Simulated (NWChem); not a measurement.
# CHF$_{3}$OSi; SMILES O=C[Si](F)(F)F

```xyz
7

O     -0.2325    -2.3495     0.0000
C      0.5893    -1.4554     0.0000
Si     0.0216     0.3716     0.0000
F     -0.8516     0.6865     1.2915
F     -0.8516     0.6865    -1.2915
F      1.2975     1.3268     0.0000
H      1.6795    -1.6897     0.0000
```
Atoms are numbered in this order, from 1.

All runs: NWChem. Geometry: optimised at B3LYP/6-31G* (spherical d). B3LYP is NWChem's, with the RPA form of VWN correlation. Atomic charges in e: unrestrained fits to the electrostatic potential beside Mulliken populations; buried atoms are poorly determined by the fit.

**Question.** What does the run give for B3LYP/def2-SVP? Quantities: ESP O1; Mulliken O1; ESP C2; Mulliken C2; ESP Si3; Mulliken Si3; ESP F4; Mulliken F4; ESP F5; Mulliken F5; relative RMS misfit of the potential (%).

**Answer.** 
| Item | Result |
|---|---|
| ESP O1 | -0.33 |
| Mulliken O1 | -0.18 |
| ESP C2 | 0.19 |
| Mulliken C2 | -0.03 |
| ESP Si3 | 1.02 |
| Mulliken Si3 | 1.08 |
| ESP F4 | -0.29 |
| Mulliken F4 | -0.30 |
| ESP F5 | -0.29 |
| Mulliken F5 | -0.30 |
| relative RMS misfit of the potential (%) | 20 |
